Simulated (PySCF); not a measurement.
**AlSiH4NO3**

The system: AlSiH4NO3, a silylene (divalent Si1, bonded to 1 N + 1 O); neutral, singlet. The structure, one conformer, was relaxed in the gas phase by PBE0-D3(BJ)/def2-SVP. No frequency run checks that it is a minimum.

SMILES: N[Si][O][Al]([OH])[OH]

```xyz
10

Si   -2.097   -1.050   -0.078
O    -0.690   -0.729   -0.937
Al    0.799    0.072   -0.764
O     1.029    0.893    0.710
O     2.014    0.082   -1.942
N    -1.771   -0.217    1.392
H     1.815    1.393    0.936
H     1.943   -0.367   -2.786
H    -2.436   -0.206    2.159
H    -0.920    0.313    1.593
```
Atom numbers follow the order of the file, from 1.

Shieldings: GIAO PBE0/pcSseg-2. Shifts are against computed references at the same level: H TMS (σ 31.24 ppm), Si TMS (σ 341.3 ppm). Core levels by delta-SCF with SCAN, pcX-2 on the ionised atom and pcseg-1 elsewhere, spin-free X2C (2p3/2 is the spin-free 2p value less a third of a first-order spin-orbit splitting); from the vacuum level, for chosen atoms.

(1) Give the NMR and core-level values of the distinct atoms.

(2) Which of O2, O4 holds its core electrons tightest, and by how much against the loosest?

(3) By CAM-B3LYP/def2-SVPD (TDDFT singlets, Tamm-Dancoff triplets, ionisation by delta-SCF), where does absorption start, and what does vertical ionisation take?

Answers

(1) 
| atoms | bonded to | σ (ppm) | δ (ppm) | core level (eV) |
| --- | --- | --- | --- | --- |
| Si1 | 1 N + 1 O | 232.9 | 108.4 | 2p3/2 106.92 |
| O2 | 1 Al + 1 Si | 177.5 | - | 1s 537.20 |
| Al3 | 3 O | 472.5 | - | 2p3/2 80.94 |
| O4 | 1 Al + 1 H | 309.2 | - | 1s 538.41 |
| O5 | 1 Al + 1 H | 315.7 | - | - |
| N6 | 1 Si + 2 H | 123.6 | - | 1s 404.34 |
| H7 | 1 O | 29.90 | 1.34 | - |
| H8 | 1 O | 30.05 | 1.19 | - |
| H9 | 1 N | 27.33 | 3.92 | - |
| H10 | 1 N | 25.72 | 5.52 | - |

Values are those of this one static structure; atoms that internal rotation interchanges would show their mean in an NMR spectrum.

(2) O4 (bonded to 1 Al + 1 H), by 1.22 eV over O2 (bonded to 1 Al + 1 Si).

(3) The lowest singlet lies at 5.06 eV (f 0.101), the strongest of the first 6 at 6.75 eV (f 0.266), the lowest triplet at 3.07 eV; vertical ionisation takes 8.85 eV.
